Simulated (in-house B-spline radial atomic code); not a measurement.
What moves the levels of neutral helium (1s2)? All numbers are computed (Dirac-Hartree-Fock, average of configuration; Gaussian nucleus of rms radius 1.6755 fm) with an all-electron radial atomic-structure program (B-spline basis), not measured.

Baseline run (computed): total energy -2.8618 hartree, 1s1/2 at -0.9179907 hartree.

Scaling the speed of light c (a factor of 100 is close to the non-relativistic limit):

```json
{"c/c0": "0.9", "ΔE (hartree)": "-3.1283e-05", "1s1/2 level (eV)": "-24.98", "1s1/2 <r> (bohr)": "0.9272"}
{"c/c0": "0.98", "ΔE (hartree)": "-5.4988e-06", "1s1/2 level (eV)": "-24.9798", "1s1/2 <r> (bohr)": "0.9272"}
{"c/c0": "1.02", "ΔE (hartree)": "5.1785e-06", "1s1/2 level (eV)": "-24.9798", "1s1/2 <r> (bohr)": "0.9272"}
{"c/c0": "1.2", "ΔE (hartree)": "4.0748e-05", "1s1/2 level (eV)": "-24.9795", "1s1/2 <r> (bohr)": "0.9272"}
{"c/c0": "100", "ΔE (hartree)": "0.00013333", "1s1/2 level (eV)": "-24.9788", "1s1/2 <r> (bohr)": "0.9273"}
```

(1) The nuclear charge is raised by 0.1. What does the Hellmann-Feynman theorem predict for the energy, and what is found?

## Answers

(1) dE/dZ ≈ -Σ<1/r>, which is -3.37486 at the start and -3.57497 at the end; their mean times 0.1 is -0.34749 hartree, and the two runs differ by -0.34749 hartree.
